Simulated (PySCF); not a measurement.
P$_{2}$, triplet, at a GFN2-xTB geometry (a higher spin typed on purpose: for a closed-shell molecule this is an excited state). Base run: DF-HF/STO-3G run with PySCF.

Here is a job for PySCF.
```python
from pyscf import gto, scf

mol = gto.M(
    atom='''
P    -0.000000   -0.000000   -1.021754
P     0.000000    0.000000    1.021754
''',
    basis='sto-3g',
    charge=0,
    spin=2,
    verbose=4,
)

mf = scf.UHF(mol)
mf = mf.density_fit(auxbasis='def2-universal-jkfit')
mf.kernel()
```

Variants of this job, named by their change:

```csv
change,basis functions,E (Eh),HOMO (eV)
base,18,-673.70299,-4.43
basis = LANL2DZ,16,-12.55320,-8.71
basis = 3-21G,26,-677.92768,-8.75
basis = pcseg-0,26,-680.51066,-8.80
basis = pc-1,36,-681.35095,-7.83
basis = 6-31G**,36,-681.36646,-8.60
basis = cc-pV(D+d)Z,46,-681.41581,-8.47
basis = def2-SVPD,48,-681.19550,-8.51
basis = 6-311G**,52,-681.40189,-8.64
basis = aug-cc-pVDZ,54,-681.41668,-8.60
basis = 6-311++G**,60,-681.37876,-7.90
basis = cc-pVQZ,118,-681.44374,-8.62
basis = def2-QZVP,140,-681.44566,-8.63
```

Totals compare only among sets that treat the same electrons; sets with core potentials leave the core out.

Open shells are given as the SCF converged; they aren't shown to be the lowest states, and a large step between rows can be another state.
